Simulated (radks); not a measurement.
Values are calculated unless marked as measured or tabulated.
Ionisation of the osmium ion Os3+, [Xe] 4f14 5d5, to Os4+, [Xe] 4f14 5d4, under several functionals. Dirac Kohn-Sham, spin-unpolarised, spherical densities, finite nucleus; open shells fill j = l - 1/2 first; a radial shooting solver on a logarithmic mesh with Libxc functionals.

functional,E(Os3+) (hartree),Exc (hartree),IE (eV),-e(HOMO) (eV),<r> HOMO (bohr),IE error (eV)
HCTH/407,-17286.6806,-350.3421,41.025,34.550,1.620,+0.025
RPBE,-17277.1889,-340.4743,40.535,34.097,1.633,-0.465
"LDA (Slater exchange, Perdew-Wang correlation)",-17266.7713,-329.9551,40.944,34.503,1.634,-0.056
Wu-Cohen GGA,-17275.4853,-338.7562,40.666,34.230,1.631,-0.334
revPBE,-17277.0444,-340.3290,40.538,34.101,1.631,-0.462
"LDA (Slater exchange, Perdew-Zunger correlation)",-17266.7777,-329.9618,40.940,34.501,1.634,-0.060

NIST Atomic Spectra Database: 41 eV (theoretical). Closest: HCTH/407. The Delta-SCF values span 0.49 eV, the total energies 19.91 hartree. The highest occupied level is 5d5/2. Spin polarisation and multiplet splitting are left out, so open shells lie too high by an amount that depends on their filling.

Beside tabulated values, note that spin-unpolarised runs miss the spin-polarisation part of the exchange energy of open shells.
